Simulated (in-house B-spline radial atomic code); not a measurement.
Radial electron density of Co³⁺, [Ar] 3d6. Method: non-relativistic CAM-B3LYP, spin-polarised, spherical fractional occupations, exact exchange averaged over the configuration, point nucleus. Calculated with a radial B-spline atomic code at the basis-set limit.

Columns: r (bohr), 4πr²n(r) (electrons per bohr), bar.

```
  0.0026   0.9871 #
  0.0031    1.366 ##
 0.00371    1.893 ##
 0.00444    2.606 ###
 0.00531    3.557 ####
 0.00636    4.821 ######
  0.0076    6.439 ########
 0.00909    8.501 ##########
  0.0109    11.09 #############
   0.013    14.09 #################
  0.0156    17.65 #####################
  0.0186    21.37 ##########################
  0.0223    25.22 ###############################
  0.0266    28.59 ###################################
  0.0319    31.18 ######################################
  0.0381    32.38 #######################################
  0.0456       32 #######################################
  0.0545    30.22 #####################################
  0.0652    27.75 ##################################
   0.078    25.83 ###############################
  0.0933    25.72 ###############################
   0.112    28.08 ##################################
   0.134    32.08 #######################################
    0.16    35.62 ###########################################
   0.191    36.28 ############################################
   0.229    32.58 ########################################
   0.273    25.78 ###############################
   0.327    18.66 #######################
   0.391    14.76 ##################
   0.468    14.98 ##################
    0.56    17.26 #####################
    0.67    18.34 ######################
   0.801    16.47 ####################
   0.958    12.31 ###############
    1.15    7.604 #########
    1.37    4.073 #####
    1.64    1.839 ##
    1.96   0.7213 #
    2.35   0.2357 
    2.81  0.06347 
    3.36  0.01284
```

On this grid the curve has 3 maxima, near 0.0381, 0.191, 0.67 bohr.

The 3d down radial function P(r) = rR(r), positive near the nucleus:

```
r (bohr)         P
  0.0186  0.001064
  0.0266  0.002905
  0.0381  0.007746
  0.0545   0.01981
   0.078   0.04818
   0.112    0.1102
    0.16    0.2276
   0.229    0.4207
   0.327     0.672
   0.468    0.9062
    0.67    0.9999
   0.958    0.8853
    1.37    0.6232
    1.96    0.3324
    2.81    0.1179
```
